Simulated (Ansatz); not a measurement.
A made-up structure of BSiH3ClO (charge +1), singlet:

```csv
atom,x (Å),y (Å),z (Å)
B1,0.6366,-1.1413,1.1469
Si2,0.1306,-0.5065,-0.2006
O3,-0.5106,1.4009,-0.1424
Cl4,0.1390,-1.5662,-1.8592
H5,-1.4525,1.5511,0.0341
H6,0.1432,2.0980,-0.3084
H7,1.0437,-2.1952,1.3618
```

It is relaxed with PBE-D4/def2-SVP and then PBE0-D4/def2-TZVP (Ansatz 0.2.0). Atoms count as bonded within 1.22 times the sum of their covalent radii (H–H: 0.88 Å). The end point is not checked to be a true minimum.

Q: Does its bonding change? (A judgement: the text doesn't fix the answer.)

A: Computed: No: no bond forms or breaks.

Where it ends: The first stage lowers the energy by 2.64 eV in 15 steps. It ends as BSiH₃ClO ([BH][Si]([OH2])[Cl]), total charge +1:
```
7
angstrom
B 0.8905 -1.2589 1.0062
Si -0.4810 -0.7383 -0.3003
O -0.4761 1.1201 -0.0128
Cl 0.1793 -0.8440 -2.2113
H -1.3257 1.5851 0.0341
H 0.1855 1.6857 -0.4448
H 1.1574 -1.9088 1.9611
```

Labels in which every atom is bracketed show which atoms are joined, not bond orders.

For scale, one of the runs: PBE0-D4/def2-TZVP relaxation, 154 basis functions, launched by `ansatz run in.yaml --threads 2 --pin off --events-out ev --progress --plain --max-ram 4352MiB`. Hardware: 2 CPU threads of an Intel Xeon Platinum 8259CL, shared host. Wall time about 32 s.
